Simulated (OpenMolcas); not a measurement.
# Au2+: moving or changing the point charges

Au2+ among 4 point charges of -1 e arranged as a tetrahedron (Td), 2.04 Å from the ion.

```yaml
Program: OpenMolcas
Method: "SS-CASPT2, IPEA 0.25 Eh, imaginary shift 0.1 Eh (closed shells correlated: 4f 5s 5p)"
Basis: ANO-RCC-VDZP [7s6p4d2f]
Scalar_Hamiltonian: DKH2, point nucleus
Active_space: 9 electrons in 5 orbitals (5d)
State_averaging: 2S+1 = 2 even, 5 roots
Spin-orbit_coupling: state interaction with AMFI integrals over the reference wave functions
```

Runs around this geometry, states (labels of Td). Energies in cm-1 above the lowest state or level, χT in cm3 K/mol; under a threefold ground state the first gap can be a small split of the lowest multiplet, not the spin-orbit step; 10Dq is the gap between the two states; 10Dq is negative for this site.

| R (Å) | q (e) | Ground state | First state of that spin | 10Dq | First gap with spin-orbit (degeneracies) | χT at 300 K |
| --- | --- | --- | --- | --- | --- | --- |
| 2.04 | -0.8 | 2T2 | 2E 1870 | -1865 | 1090 (2, 4) | 0.842 |
| 1.96 | -1 | 2T2 | 2E 2580 | -2581 | 1450 (2, 4) | 0.727 |
| 2.04 | -1 | 2T2 | 2E 2230 | -2234 | 1280 (2, 4) | 0.774 |
| 2.13 | -1 | 2T2 | 2E 1930 | -1926 | 1120 (2, 4) | 0.829 |

Taking |10Dq| as R^-n, n = -ln(1926 / 2581) / ln(2.13 / 1.96) = 3.5 between the shortest and longest distance. The point-charge formula for a cubic d site gives n = 5.

Scaling the charges by -0.8 / -1 = 0.80 scales |10Dq| by 1865 / 2234 = 0.83; with fixed orbitals a first-order splitting would follow the charge.

Roots that are degenerate in the reference are averaged as groups; the widest CASPT2 spread within a group is 81 cm-1 (the 3-fold group of multiplicity 2 near 0 cm-1 above the lowest state of its run, R = 2.04, q = -0.8). Shifts and gaps below about the spread of the groups concerned are not significant. An orbital triplet at a regular site is open to Jahn-Teller coupling, which can distort the site and quench the lowest spin-orbit gaps and is left out. The ground term spreads over less than 5000 cm-1, several times less than with real ligands, so orbital moments are less quenched and χT lies further from the spin-only value than at real sites. Free-ion shares, where given, are those of the reference states; single-state CASPT2 does not remix them. This is an electrostatic model: the charges have no orbitals. No measured value stands beside these numbers.
